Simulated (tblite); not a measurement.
C₇H₁₃P.
Structure used (GFN2-xTB), in Å, numbered top down from 1:
```
atom  x, y, z in Å
C1     2.7092    1.3726    1.3812
C2     2.0171    0.4306    1.0991
P3     1.0060   -1.0022    0.8621
C4     2.0311   -1.7549   -0.4926
C5    -0.3173   -0.1594   -0.1844
C6    -1.2173   -1.2160   -0.8153
C7    -1.0954    0.8001    0.7191
C8    -2.0705    1.6917   -0.0416
H9     3.3125    2.2092    1.5848
H10    1.5790   -2.6897   -0.8197
H11    2.1318   -1.0764   -1.3386
H12    3.0179   -1.9754   -0.0889
H13    0.1837    0.4169   -0.9741
H14   -0.6391   -1.9058   -1.4274
H15   -1.7284   -1.7881   -0.0423
H16   -1.9660   -0.7527   -1.4543
H17   -1.6402    0.2218    1.4702
H18   -0.3783    1.4350    1.2480
H19   -2.5104    2.4234    0.6323
H20   -1.5568    2.2265   -0.8382
H21   -2.8773    1.1097   -0.4798
```

Calculated harmonic vibrations of the isolated species, GFN2-xTB (tblite), most abundant isotopes, no scaling. The method is semi-empirical: single wavenumbers can be off by several per cent or more. One conformer, not necessarily the lowest.

Harmonic wavenumbers (cm⁻¹): 52.4, 60.6, 103.3, 140.1, 161.3, 175.3, 194.7, 219.0, 264.3, 290.0, 333.9, 348.6, 364.7, 431.3, 638.4, 659.5, 668.4, 693.6, 726.7, 812.3, 869.0, 883.0, 891.8, 975.1, 1016.6, 1039.4, 1083.5, 1142.6, 1158.1, 1213.8, 1255.1, 1303.9, 1314.6, 1349.5, 1410.3, 1414.0, 1442.9, 1459.5, 1484.3, 1495.4, 1500.8, 1504.8, 1516.1, 2193.6, 2878.9, 2952.9, 2967.8, 2992.4, 3009.2, 3015.6, 3017.3, 3019.5, 3027.5, 3031.3, 3034.2, 3043.0, 3363.7.

A = 2145, B = 1264, C = 884.7 MHz; mass 128.075 u (most abundant isotopes); point group C1, symmetry number 1.

Zero-point energy?

Half the sum of the wavenumbers: 38805 cm⁻¹ = 110.95 kcal/mol.

Entropy at 200 K, 1 bar (ideal gas, RRHO, classical rotation)?

Translation 38.50, rotation 28.09, vibration 23.16: S = 89.8 cal/(mol K).

And Cp and H(200 K) − H(0)?

Cp = 32.82 cal/(mol K), of which vibrations give 24.87 (their classical limit is 57 R = 113.3); H(200 K) − H(0) = 4.17 kcal/mol without the zero-point energy, 2.58 from vibrations.

Which modes carry the vibrational entropy at 200 K?

52.4 cm⁻¹: 3.94; 60.6 cm⁻¹: 3.65; 103.3 cm⁻¹: 2.62; 140.1 cm⁻¹: 2.05; 161.3 cm⁻¹: 1.80; 175.3 cm⁻¹: 1.65 cal/(mol K); the other 51 give 7.44 together.

How do the functions run with temperature in this model?

| T (K) | S (cal/(mol K)) | Cp (cal/(mol K)) | H − H(0) (kcal/mol) | G − H(0) (kcal/mol) | ln q(vib) |
| --- | --- | --- | --- | --- | --- |
| 150 | 81.1 | 27.7 | 2.65 | -9.51 | 3.54 |
| 250 | 97.6 | 37.9 | 5.93 | -18.47 | 6.77 |
| 298.15 | 104.7 | 42.7 | 7.87 | -23.34 | 8.29 |
| 400 | 118.7 | 52.7 | 12.74 | -34.73 | 11.41 |
| 600 | 143.2 | 68.6 | 24.96 | -60.98 | 17.24 |
| 900 | 174.4 | 84.8 | 48.17 | -108.77 | 25.29 |

q(vib) and H(0) count from the zero-point level.

Hindered rotation and anharmonicity are outside this model. Other conformers, if any are populated, would add a mixing term that is left out. The structure is chiral; the term R ln 2 for an equal mix with its mirror image is left out.
